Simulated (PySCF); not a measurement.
## Computed structure and properties of [TlH2]+

System: [TlH2]+ (singlet); start: template (C2v). Method: PySCF 2.14.0, RKS PBE0, Tl def2-SVP with ECP60, H def2-SVP; non-relativistic Hamiltonian with scalar-relativistic core potentials where named; density fitting; no spin-orbit coupling.

Input of the relaxation:

```python
mol = gto.M(atom='''
Tl     0.00000     0.00000    -0.00784
H      1.79810    -0.00000     0.79686
H     -1.79810     0.00000     0.79686''',
    basis={'Tl': 'def2-SVP', 'H': 'def2-SVP'},
    ecp={'Tl': 'def2-SVP'},
    charge=1, spin=0)
mf = dft.RKS(mol, xc='PBE0')
mf.grids.atom_grid = (50, 194)
mf = mf.density_fit()  # fitting sets: Tl def2-universal-JKFIT, H def2-universal-JKFIT
mf.conv_tol = 1e-08; mf.max_cycle = 55
mf.kernel(dm0)  # dm0: converged density of the start geometry
# quasi-Newton relaxation in Cartesian coordinates to a largest gradient under 0.00045 Eh/bohr, steps kept in the point group
```

Run from Python with OMP_NUM_THREADS=2; the lines above give its settings. Where DIIS fails, smearing, a level shift and second-order steps follow.
It took 6.8 s on 2 threads of AMD EPYC 7571 (shared host), from the converged density of the start.

Course of the relaxation:

```
step  energy above end (eV)  largest force component within the symmetry (eV/Å)
   0                 1.4899                                               2.785
   1                 0.7653                                               1.994
   2                 0.0270                                               0.471
   3                 0.0107                                               0.297
   4                 0.0003                                               0.063
   5                 0.0000                                               0.012
   6                 0.0000                                               0.000
```

Relaxed geometry (D∞h):

```xyz
3

Tl    0.0000    0.0000    0.5287
H     1.6698    0.0000    0.5286
H    -1.6698    0.0000    0.5286
```

| contact | Å |
| --- | --- |
| Tl1–H2 (H) | 1.670 |
| Tl1–H3 (H) | 1.670 |

On the finer grid (75, 302):

- HOMO: -15.84 eV
- LUMO: -7.71 eV
- Dipole about the centre of mass: 0.00 D
- Set of Mulliken populations of Tl1 outside the core potential: s 3.55, p 6.72, d 9.92
- D3(BJ) dispersion energy (not in the energies): -0.020 eV

```
atom  Mulliken (e)  Löwdin (e)  spin (e)
 Tl1          0.80        1.01      0.00
  H2          0.10        0.00      0.00
  H3          0.10        0.00      0.00
```

On the grid (50, 194), as all that follows. Harmonic modes: a minimum; lowest 781 cm⁻¹ (negative: unstable), highest 2072 cm⁻¹, zero-point energy 0.349 eV.

Taking off one H (charge -1, singlet; the rest: singlet) in vacuum, both parts rigid, costs 20.18 eV; the small basis without counterpoise inflates it. Most of it is the attraction of opposite charges; other ways to part are cheaper, and one spin state was tried for the rest.

Rigid scan of H along the line from its metal:

```json
{"distance to H2 (Å)": "1.37", "energy (eV)": "1.092"}
{"distance to H2 (Å)": "1.47", "energy (eV)": "0.411"}
{"distance to H2 (Å)": "1.57", "energy (eV)": "0.088"}
{"distance to H2 (Å)": "1.67", "energy (eV)": "0.000"}
{"distance to H2 (Å)": "1.77", "energy (eV)": "0.067"}
{"distance to H2 (Å)": "1.87", "energy (eV)": "0.233"}
{"distance to H2 (Å)": "2.07", "energy (eV)": "0.729"}
{"distance to H2 (Å)": "2.37", "energy (eV)": "1.603"}
{"distance to H2 (Å)": "2.77", "energy (eV)": "2.664"}
{"distance to H2 (Å)": "3.27", "energy (eV)": "3.622"}
```

One start shape was tried, so this needn't be the lowest isomer.
